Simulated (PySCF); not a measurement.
C₃H₆BFO₂, SMILES O(C)C(=C)B(F)O.

Geometry optimised at ωB97X-D3(BJ)/def2-SVP. This is a generated structure with no PubChem entry under its InChIKey; it may be hypothetical. One conformer was computed; it need not be the lowest.

All values below come from PySCF with TDA-PBE/def2-SVPD.

Vertical excitations. The molecule is in vacuum. State labels are in the subgroup Cs.

Computed excitation energies, oscillator strengths and character:
| state | symmetry | energy (eV) | λ (nm) | f | main pairs |
|---|---|---|---|---|---|
| S1 | A" | 5.24 | 237 | 0.003 | HOMO→LUMO+1 100 % |
| S2 | A' | 5.39 | 230 | 0.126 | HOMO→LUMO 84 % |
| S3 | A" | 5.96 | 208 | 0.027 | HOMO→LUMO+2 100 % |
| S4 | A" | 6.32 | 196 | 0.000 | HOMO−1→LUMO 80 %, HOMO→LUMO+3 16 % |
| S5 | A" | 6.40 | 194 | 0.002 | HOMO→LUMO+3 83 %, HOMO−1→LUMO 16 % |
| S6 | A" | 6.86 | 181 | 0.016 | HOMO→LUMO+4 99 % |
| S7 | A" | 7.03 | 176 | 0.001 | HOMO−3→LUMO 93 % |
| S8 | A' | 7.29 | 170 | 0.250 | HOMO−2→LUMO 86 % |
| S9 | A' | 7.33 | 169 | 0.011 | HOMO−1→LUMO+1 99 % |
| S10 | A" | 7.51 | 165 | 0.001 | HOMO→LUMO+6 99 % |
| T1 | A' | 3.48 | 356 | 0 | HOMO→LUMO 98 % |
| T2 | A" | 5.21 | 238 | 0 | HOMO→LUMO+1 100 % |
| T3 | A" | 5.87 | 211 | 0 | HOMO→LUMO+2 95 % |
| T4 | A" | 5.91 | 210 | 0 | HOMO−1→LUMO 92 % |
Triplets are in the Tamm–Dancoff approximation.
